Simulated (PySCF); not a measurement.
# La²⁹⁺: ionisation energy

La²⁹⁺ [Ar] 3d10 (1S) → La³⁰⁺ [Ar] 3d9 (2D), as a difference of total energies. All numbers are calculated (PySCF 2.14, the spin-free X2C one-electron Hamiltonian (Gaussian nucleus), in an uncontracted even-tempered set (19 s from 4.1 bohr⁻², ratio 2.5; 13 p from 5.4 bohr⁻², ratio 2.5; 8 d from 5.4 bohr⁻², ratio 2.5; 4 f from 26 bohr⁻², ratio 2.7; 3 g from 39 bohr⁻², ratio 2.7)). Correlated levels: outer shells: [Ne] frozen; virtual orbitals above 40 to 60 times the deepest correlated orbital energy dropped. The calculations carry no spin-orbit coupling.

| method | ionisation energy (eV) |
| --- | --- |
| UHF | 1808.1 |
| LDA | 1807.4 |
| PBE | 1806.6 |
| PBE0 | 1807.6 |
| r2SCAN | 1807.9 |
| revPBE | 1806.6 |
| M06 | 1808.7 |
| MP2 (outer shells) | 1809.7 |
| SCS-MP2 (outer shells) | 1809.5 |

A first-order spin-orbit estimate (lowest level to lowest level, LS coupling) adds -7.182 eV.

Breit and QED terms and the two-electron picture change are absent.

For comparison: 1800 ± 4 eV (theoretical estimate listed by NIST; NIST Atomic Spectra Database, ionization energies).
